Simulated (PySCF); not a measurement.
Cartesian coordinates in Å; atom numbers follow the order of the lines, from 1:
```xyz
21

C     3.0731    0.9563    0.0867
S     2.7682    0.3283   -1.5902
B     1.0269    0.0114   -1.6759
C     0.0037    0.1666   -0.4988
C    -1.4313    0.5353   -0.8956
C    -2.2965    0.1188    0.3068
C    -1.4830   -0.9620    1.0538
C    -0.2169   -1.1844    0.2141
H     2.7497    0.2290    0.8429
H     2.5581    1.9126    0.2504
H     4.1548    1.1139    0.1829
H     0.6849   -0.4149   -2.7565
H     0.3569    0.8880    0.2605
H    -1.7163   -0.0431   -1.7903
H    -1.5435    1.5986   -1.1573
H    -2.4855    0.9814    0.9645
H    -3.2834   -0.2477   -0.0130
H    -1.2047   -0.6060    2.0582
H    -2.0482   -1.8952    1.1983
H     0.6490   -1.5071    0.8120
H    -0.3936   -1.9709   -0.5403
```

Geometry: PBE0-D3(BJ)/def2-SVP; GIAO absolute shieldings from PySCF 2.14.0 with density-fitted response routines, gas phase, non-relativistic, averaged over equivalent atoms.

At PBE0/pcSseg-1 (208 basis functions, 2.1 min wall time on 1 thread of an Intel Xeon, shared host):
```csv
atoms,σ (ppm)
C4,148.4
C5/C8,151.4
C6/C7,157.3
C1,169.1
S2,426.0
B3,29.3
H12,24.61
H9/H10/H11,29.14
H17/H19,29.53
H16/H18,29.72
H15/H20,29.73
H13,29.78
H14/H21,30.03
```

Task: Predict the values at mPW1PW91/pcSseg-1 on the same geometry.

Result: 
```csv
atoms,σ at mPW1PW91/pcSseg-1,change
C4,147.8,-0.6
C5/C8,150.5,-0.9
C6/C7,156.3,-1.0
C1,168.0,-1.1
S2,425.1,-0.9
B3,29.5,+0.2
H12,24.70,+0.09
H9/H10/H11,29.20,+0.06
H17/H19,29.59,+0.06
H16/H18,29.77,+0.05
H15/H20,29.80,+0.07
H13,29.85,+0.07
H14/H21,30.08,+0.05
```

The largest change is at C1 (methyl carbon bonded to S). Cost: 208 basis functions, 84 s wall time on 1 thread of an Intel Xeon, shared host. The order of the carbon signals is the same at both levels.

A carbon bonded to boron is broadened by the quadrupolar boron nucleus and is often missing from a measured spectrum.
